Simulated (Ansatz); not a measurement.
F2H5NSi2, SMILES `N[Si](F)(F)[SiH3]`, relaxed with RKS PBE-D4/def2-SVP in the Gaussian-basis code of Ansatz from a rough embedded geometry. The force threshold is 0.03 eV/Å; the program also tests the step.

Charge 0, multiplicity 1.

Start:

```xyz
10

N    -0.839    1.416    0.865
Si   -0.410   -0.165    0.842
F    -1.789   -0.949    0.948
F     0.411   -0.463    2.105
Si    0.778   -0.807   -1.049
H     0.009    2.061    0.830
H    -1.400    1.695    0.040
H     2.032   -0.022   -1.193
H     1.178   -2.252   -1.085
H     0.030   -0.515   -2.303
```

| step | energy (eV) | largest force (eV/Å) | largest move (Å) |
| --- | --- | --- | --- |
| 1 | -22738.3704 | 3.746 | 0.000 |
| 2 | -22738.7110 | 1.817 | 0.138 |
| 3 | -22738.8343 | 0.306 | 0.087 |
| 4 | -22738.8623 | 0.234 | 0.200 |
| 5 | -22738.8631 | 0.271 | 0.036 |
| 6 | -22738.8634 | 0.374 | 0.030 |
| 7 | -22738.8670 | 0.461 | 0.109 |
| 8 | -22738.8714 | 0.049 | 0.028 |
| 9 (rejected) | -22738.8708 | 0.160 | 0.038 |
| 10 | -22738.8718 | 0.022 | 0.019 |
| 11 | -22738.8723 | 0.271 | 0.098 |
| 12 | -22738.8772 | 0.172 | 0.150 |
| 13 | -22738.8898 | 0.260 | 0.200 |
| 14 | -22738.8980 | 0.437 | 0.200 |
| 15 | -22738.8981 | 0.253 | 0.200 |
| 16 | -22738.9060 | 0.046 | 0.058 |
| 17 | -22738.9064 | 0.095 | 0.061 |
| 18 | -22738.9071 | 0.016 | 0.009 |

End:

```xyz
10

N    -0.784    1.512    0.578
Si   -0.450   -0.167    0.683
F    -1.900   -0.922    0.720
F     0.282   -0.630    2.078
Si    0.882   -0.872   -1.105
H    -0.029    2.182    0.424
H    -1.552    1.926    1.113
H     2.094    0.020   -1.181
H     1.336   -2.292   -0.913
H     0.120   -0.757   -2.396
```

Run time 19 s (4 threads of an Arm Neoverse V1 on a shared host); peak host memory 0.15 GiB.
